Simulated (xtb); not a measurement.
xtb input file for AgF, SMILES [F][Ag] (connectivity only; charge and spin as stated), charge +1, multiplicity 2, GFN2-xTB. 

```
$ xtb mol.xyz --gfn 2 --sp --chrg 1 --uhf 1 --json
$ cat mol.xyz
2

Ag     0.00000000     0.00000000    -0.30564223
F      0.00000000     0.00000000     1.59613166
```

It prints:

```
[banner left out]
          |                Calculation Setup                |
           -------------------------------------------------



           -------------------------------------------------
          |                 G F N 2 - x T B                 |
           -------------------------------------------------

        Reference                      10.1021/acs.jctc.8b01176
      * Hamiltonian:
        H0-scaling (s, p, d)           1.850000    2.230000    2.230000
        zeta-weighting                 0.500000
      * Dispersion:
        s8                             2.700000
        a1                             0.520000
        a2                             5.000000
        s9                             5.000000
      * Repulsion:
        kExp                           1.500000    1.000000
        rExp                           1.000000
      * Coulomb:
        alpha                          2.000000
        third order                    shell-resolved
        anisotropic                    true
        a3                             3.000000
        a5                             4.000000
        cn-shift                       1.200000
        cn-exp                         4.000000
        max-rad                        5.000000


          ...................................................
          :                      SETUP                      :
          :.................................................:
          :  # basis functions                  14          :
          :  # atomic orbitals                  13          :
          :  # shells                            5          :
          :  # electrons                        17          :
          :  max. iterations                   250          :
          :  Hamiltonian                  GFN2-xTB          :
          :  restarted?                      false          :
          :  GBSA solvation                  false          :
          :  PC potential                    false          :
          :  electronic temp.          300.0000000     K    :
          :  accuracy                    1.0000000          :
          :  -> integral cutoff          0.2500000E+02      :
          :  -> integral neglect         0.1000000E-07      :
          :  -> SCF convergence          0.1000000E-05 Eh   :
          :  -> wf. convergence          0.1000000E-03 e    :
          :  Broyden damping             0.4000000          :
          :  net charge                          1          :
          :  unpaired electrons                  1          :
          ...................................................

 iter      E             dE          RMSdq      gap      omega  full diag
   1     -8.0187093 -0.801871E+01  0.112E+01    5.05       0.0  T
   2     -8.0063110  0.123983E-01  0.128E+01    4.45       1.0  T
   3     -8.0581437 -0.518327E-01  0.109E+01    4.85       1.0  T
   4     -8.0243369  0.338068E-01  0.425E+00    4.65       1.0  T
   5     -8.0649948 -0.406579E-01  0.171E+00    5.08       1.0  T
   6     -8.0650006 -0.580914E-05  0.164E+00    5.08       1.0  T
   7     -8.0650976 -0.970295E-04  0.430E-01    5.14       1.0  T
   8     -8.0651165 -0.188846E-04  0.254E-01    5.14       1.0  T
   9     -8.0651201 -0.360913E-05  0.343E-02    5.14       2.1  T
  10     -8.0651202 -0.106982E-06  0.208E-02    5.14       3.4  T
  11     -8.0651203 -0.634578E-07  0.304E-03    5.14      23.2  T
  12     -8.0651203 -0.518572E-10  0.944E-04    5.14      74.9  T
  13     -8.0651203 -0.457057E-11  0.856E-05    5.14     825.8  T

   *** convergence criteria satisfied after 13 iterations ***

         #    Occupation            Energy/Eh            Energy/eV
      -------------------------------------------------------------
         1        2.0000           -1.0751432             -29.2561
       ...           ...                  ...                  ...
         3        2.0000           -0.7994906             -21.7552
         4        2.0000           -0.7994906             -21.7552
         5        2.0000           -0.7886751             -21.4609
         6        2.0000           -0.7886751             -21.4609
         7        1.9999           -0.7606659             -20.6988
         8        1.9999           -0.7606659             -20.6988
         9        1.0001           -0.7431214             -20.2214 (HOMO)
        10                         -0.5543720             -15.0852 (LUMO)
        11                         -0.4121431             -11.2150
        12                         -0.4121431             -11.2150
        13                         -0.1725902              -4.6964
      -------------------------------------------------------------
                  HL-Gap            0.1887494 Eh            5.1361 eV
             Fermi-level           -0.7001555 Eh          -19.0522 eV

 SCC (total)                   0 d,  0 h,  0 min,  0.003 sec
 SCC setup                      ...        0 min,  0.000 sec (  4.208%)
 Dispersion                     ...        0 min,  0.000 sec (  2.111%)
 classical contributions        ...        0 min,  0.000 sec (  0.793%)
 integral evaluation            ...        0 min,  0.000 sec ( 15.672%)
 iterations                     ...        0 min,  0.002 sec ( 60.316%)
 molecular gradient             ...        0 min,  0.000 sec ( 12.963%)
 printout                       ...        0 min,  0.000 sec (  3.484%)

         :::::::::::::::::::::::::::::::::::::::::::::::::::::
         ::                     SUMMARY                     ::
         :::::::::::::::::::::::::::::::::::::::::::::::::::::
         :: total energy              -8.063072672996 Eh    ::
         :: gradient norm              0.000367071681 Eh/a0 ::
         :: HOMO-LUMO gap              5.136133061538 eV    ::
         ::.................................................::
         :: SCC energy                -8.065120275401 Eh    ::
         :: -> isotropic ES            0.197605054176 Eh    ::
         :: -> anisotropic ES          0.002509321036 Eh    ::
         :: -> anisotropic XC         -0.006897584509 Eh    ::
         :: -> dispersion             -0.000354705592 Eh    ::
         :: repulsion energy           0.002047602406 Eh    ::
         :: add. restraining           0.000000000000 Eh    ::
         :: total charge               1.000000000216 e     ::
         :::::::::::::::::::::::::::::::::::::::::::::::::::::

           -------------------------------------------------
          |                Property Printout                |
           -------------------------------------------------

    * Orbital Energies and Occupations

         #    Occupation            Energy/Eh            Energy/eV
      -------------------------------------------------------------
         1        2.0000           -1.0751432             -29.2561
         2        2.0000           -0.8133125             -22.1314
         3        2.0000           -0.7994906             -21.7552
         4        2.0000           -0.7994906             -21.7552
         5        2.0000           -0.7886751             -21.4609
         6        2.0000           -0.7886751             -21.4609
         7        1.9999           -0.7606659             -20.6988
         8        1.9999           -0.7606659             -20.6988
         9        1.0001           -0.7431214             -20.2214 (HOMO)
        10                         -0.5543720             -15.0852 (LUMO)
        11                         -0.4121431             -11.2150
        12                         -0.4121431             -11.2150
        13                         -0.1725902              -4.6964
      -------------------------------------------------------------
Note: The following floating-point exceptions are signalling: IEEE_DENORMAL
normal termination of xtb
                  HL-Gap            0.1887494 Eh            5.1361 eV
             Fermi-level           -0.7001555 Eh          -19.0522 eV

     #   Z          covCN         q      C6AA      α(0)
     1  47 Ag       0.698     1.088   229.497    32.067
     2   9 F        0.698    -0.088    10.153     3.762

 Mol. C6AA /au·bohr⁶  :        327.561607
 Mol. C8AA /au·bohr⁸  :      23996.540893
 Mol. α(0) /au        :         35.828860


Wiberg/Mayer (AO) data.
largest (>0.10) Wiberg bond orders for each atom

 ---------------------------------------------------------------------------
     #   Z sym  total        # sym  WBO       # sym  WBO       # sym  WBO
 ---------------------------------------------------------------------------
     1  47 Ag   1.173 --     2 F    1.173
     2   9 F    1.173 --     1 Ag   1.173
 ---------------------------------------------------------------------------

Topologies differ in total number of bonds
Writing topology from bond orders to xtbtopo.mol

molecular dipole:
                 x           y           z       tot (Debye)
 q only:        0.000       0.000      -0.894
   full:       -0.000       0.000      -1.789       4.546
molecular quadrupole (traceless):
                xx          xy          yy          xz          yz          zz
 q only:        0.219       0.000       0.219       0.000       0.000      -0.437
  q+dip:       -0.005       0.000      -0.005      -0.000      -0.000       0.010
   full:        0.622      -0.000       0.622       0.000      -0.000      -1.245


           -------------------------------------------------
          | TOTAL ENERGY               -8.063072672996 Eh   |
          | GRADIENT NORM               0.000367071681 Eh/α |
          | HOMO-LUMO GAP               5.136133061538 eV   |
           -------------------------------------------------

------------------------------------------------------------------------
------------------------------------------------------------------------
 total:
 SCF:
```

Self-consistency was reached.

Cost: about 0.05 core-seconds (a rough figure).
